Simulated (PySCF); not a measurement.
Ge(OH)3(OMe) (CH6GeO4), SMILES C[O][Ge]([OH])([OH])[OH].

Geometry optimised at B3LYP-D3(BJ)/def2-SVP. Other conformers were not sampled.

Two levels are set side by side: PBE/def2-TZVP (PySCF) and PBE0/def2-TZVP (PySCF). Same geometry, gas phase. Differences are taken from unrounded values.

```tsv
quantity	PBE0
orbital gap (eV)	8.04
highest occupied level (eV)	-8.28
lowest empty level (eV)	-0.24
dipole moment (D)	0.52
mean polarisability (bohr³)	52.2
```

Task: What does PBE give, and how far is it from PBE0? (Estimate from the structure and the level; the computed values follow.)

Result: 
```json
[
 {"quantity": "orbital gap (eV)", "PBE": "5.37", "PBE minus PBE0": "-2.67"},
 {"quantity": "highest occupied level (eV)", "PBE": "-6.63", "PBE minus PBE0": "1.66"},
 {"quantity": "lowest empty level (eV)", "PBE": "-1.25", "PBE minus PBE0": "-1.01"},
 {"quantity": "dipole moment (D)", "PBE": "0.49", "PBE minus PBE0": "-0.03"},
 {"quantity": "mean polarisability (bohr³)", "PBE": "55.4", "PBE minus PBE0": "3.1"}
]
```

PBE's occupied levels lie high since its potential decays too fast outside the molecule; exact exchange lowers them and widens the gap. Loosely held outer electrons make PBE densities more polarisable. Differences between two approximate levels are no errors against the true value.

Rough cost on one machine, each run with all the roots and properties that it gave: PBE0 against PBE within a factor of 2.
